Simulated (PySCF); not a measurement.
Computed properties of BrH3InN, SMILES [NH2][InH][Br]

In(H)(Br)(NH2) (BrH3InN), SMILES [InH]([Br])[NH2]. Geometry optimised at PBE0-D3(BJ)/def2-SVP. The def2 effective core potentials stand for the cores of In; spin–orbit coupling is left out. One conformer was computed; it need not be the lowest. All values are computed for the isolated molecule unless a solvent is named; none is compared with measurement here.

**Structure.** All 12 harmonic modes at PBE0-D3(BJ)/def2-SVP (PySCF) are real, so it is a minimum. With heavy atoms numbered as in [InH:1]([Br:3])[NH2:4], the shortest bond between them is In1–N4 at 2.006 Å and the longest In1–Br3 at 2.498 Å.

**Vibrations.** The strongest infrared lines (harmonic, unscaled, degenerate partners summed) lie at 225 cm⁻¹ (166 km/mol, H 71 %, N 21 %), 1870 cm⁻¹ (120 km/mol, H 99 %), 454 cm⁻¹ (105 km/mol, H 96 %). The softest mode is at 109 cm⁻¹ and the zero-point energy is 19.8 kcal/mol.

**Electronic structure.** PBE0/def2-TZVPD (PySCF) places the frontier levels at -7.48 and -1.37 eV, a gap of 6.11 eV, and gives a dipole moment of 2.99 D and a mean polarisability of 70.2 bohr³.

**Excitations.** TDDFT-B3LYP/def2-SVPD (PySCF) has S1 at 4.79 eV (259 nm, f = 0.015, weak); the most intense of the 10 singlets computed lies at 5.52 eV (f = 0.05). T1 (TDA) is at 4.12 eV. No vertical singlet excitation falls in the visible range (under 3.1 eV).
